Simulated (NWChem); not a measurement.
System: CH₄F₂Ge; SMILES [F][GeH]([CH3])[F]

```xyz
8

Ge     0.0000    -0.0307     0.2796
C     -0.0008     1.7674    -0.4002
F     -1.3681    -0.8724    -0.3738
F      1.3690    -0.8710    -0.3737
H      0.0001    -0.2732     1.7914
H     -0.8786     2.3137    -0.0272
H      0.9118     2.2920    -0.0838
H     -0.0360     1.7370    -1.4982
```
Atoms are numbered in this order, from 1.

Structure relaxed at the PBE0/def2-SVP level.

Q: List the 4 lowest vertical singlet excitations from PBE0/def2-SVPD, TDA (NWChem).

A: 
```tsv
state	energy (eV)	oscillator strength	leading excitation (squared amplitude)
S1	8.36	0.002	HOMO → LUMO+1 (0.98)
S2	8.59	0.008	HOMO → LUMO+2 (0.78)
S3	8.85	0.144	HOMO → LUMO (0.76)
S4	9.44	0.357	HOMO → LUMO+3 (0.92)
```
